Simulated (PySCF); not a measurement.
# Cost of excited-state runs on SMILES c1c(C#C)ccc(/C=C/c2ccc(C=O)cc2)c1, C₁₇H₁₂O

Geometry:
| atom | x (Å) | y (Å) | z (Å) |
| --- | --- | --- | --- |
| C1 | 7.137 | 0.871 | -0.863 |
| C2 | 5.947 | 0.715 | -0.805 |
| C3 | 4.546 | 0.542 | -0.743 |
| C4 | 3.903 | 0.401 | 0.488 |
| C5 | 2.537 | 0.241 | 0.548 |
| C6 | 1.761 | 0.217 | -0.617 |
| C7 | 0.323 | 0.056 | -0.616 |
| C8 | -0.464 | -0.093 | 0.463 |
| C9 | -1.903 | -0.249 | 0.464 |
| C10 | -2.560 | -0.395 | 1.694 |
| C11 | -3.926 | -0.545 | 1.759 |
| C12 | -4.691 | -0.553 | 0.590 |
| C13 | -6.144 | -0.707 | 0.660 |
| O14 | -6.789 | -0.826 | 1.672 |
| C15 | -4.046 | -0.411 | -0.641 |
| C16 | -2.679 | -0.261 | -0.703 |
| C17 | 2.420 | 0.355 | -1.846 |
| C18 | 3.786 | 0.515 | -1.914 |
| H19 | 8.176 | 1.006 | -0.912 |
| H20 | 4.490 | 0.418 | 1.395 |
| H21 | 2.067 | 0.137 | 1.513 |
| H22 | -0.124 | 0.063 | -1.602 |
| H23 | -0.016 | -0.102 | 1.447 |
| H24 | -1.979 | -0.390 | 2.604 |
| H25 | -4.432 | -0.658 | 2.706 |
| H26 | -6.639 | -0.708 | -0.333 |
| H27 | -4.631 | -0.418 | -1.550 |
| H28 | -2.207 | -0.153 | -1.667 |
| H29 | 1.841 | 0.338 | -2.759 |
| H30 | 4.279 | 0.622 | -2.869 |

PySCF with density fitting, on 4 threads of an Arm Neoverse N1, shared host. Command: `OMP_NUM_THREADS=4 python excited_run.py task.json out`

Question: How long does each of these runs take, and how much memory?
- excited states, LC-wPBE/3-21G; Tamm-Dancoff; spin-orbit couplings; 6 states; 5 triplets; quadratic response for 4 states
- excited states, LC-wPBE/6-31G; Tamm-Dancoff; spin-orbit couplings; 4 states; 5 triplets; quadratic response for 4 states; core not frozen; fitting basis def2-universal-jkfit
- excited states, LC-wPBE/6-31G; Tamm-Dancoff; spin-orbit couplings; 6 states; 5 triplets; quadratic response for 4 states; level shift 0.1 Eh
- excited states, LC-wPBE/def2-SVP; Tamm-Dancoff; spin-orbit couplings; 6 states; 5 triplets; quadratic response for 4 states
- excited states, revPBE/def2-SVP; Tamm-Dancoff; spin-orbit couplings; 6 states; 5 triplets; quadratic response for 4 states; IEF-PCM methanol

Answer: 
```
           run             level  basis functions  wall time  peak memory (GiB)
excited states     LC-wPBE/3-21G              186    2.4 min                1.2
excited states     LC-wPBE/6-31G              186      3 min                1.5
excited states     LC-wPBE/6-31G              186    2.8 min                1.6
excited states  LC-wPBE/def2-SVP              312    5.3 min                  2
excited states   revPBE/def2-SVP              312    3.1 min                  2
```
Times from a shared host are rough.
